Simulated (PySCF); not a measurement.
C₂H₂F₃O, SMILES O[CH]C(F)(F)F, multiplicity 2. Atoms are numbered in the order given.

```xyz
8

O     -2.0139    -0.3338     0.0917
C     -0.8333    -0.7080    -0.4370
C      0.3928     0.0331    -0.0489
F      0.3004     0.4162     1.2510
F      1.4906    -0.7168    -0.1974
F      0.5968     1.1680    -0.7589
H     -1.8520     0.1202     0.9349
H     -0.8834    -1.2069    -1.4055
```
Charge 0, spin multiplicity 2.

Coordinates come from a B3LYP-D3(BJ)/def2-SVP optimisation. The isomer is the one that the SMILES or the coordinates give; other isomers of the formula were not compared. Other conformers were not sampled.

All values below come from PySCF with PBE0/def2-TZVP.

ESP charges are fitted to the potential on shells at 1.4 to 2.0 van der Waals radii. Atomic charges (e):

```tsv
atom	Mulliken	Löwdin	ESP fit	meta-Löwdin	Mulliken spin
O1	-0.35	[?]	-0.38	-0.41	0.15
C2	-0.08	-0.27	-0.23	-0.02	0.85
C3	0.44	-0.71	0.47	0.76	0.00
F4	-0.18	0.17	-0.16	-0.29	0.00
F5	-0.15	0.21	-0.17	-0.26	0.01
F6	-0.16	0.18	-0.16	-0.28	0.03
H7	0.34	[?]	0.41	0.36	0.00
H8	0.15	[?]	0.23	0.15	-0.04
```

### Question
Some entries are withheld; supply them. (An estimate is asked for; the answer gives what the named calculation found.)

### Answer

- O1, Löwdin: 0.09
- H7, Löwdin: 0.20
- H8, Löwdin: 0.14

Computed Mayer and Wiberg (Löwdin basis) orders of the bonds:
```json
[
 {"bond": "O1–C2", "Mayer": "1.21", "Wiberg": "1.88"},
 {"bond": "C2–C3", "Mayer": "1.09", "Wiberg": "1.30"},
 {"bond": "C3–F4", "Mayer": "1.08", "Wiberg": "1.70"},
 {"bond": "C3–F5", "Mayer": "1.15", "Wiberg": "1.77"},
 {"bond": "C3–F6", "Mayer": "1.13", "Wiberg": "1.73"},
 {"bond": "O1–H7", "Mayer": "0.86", "Wiberg": "0.97"},
 {"bond": "C2–H8", "Mayer": "0.95", "Wiberg": "0.89"}
]
```
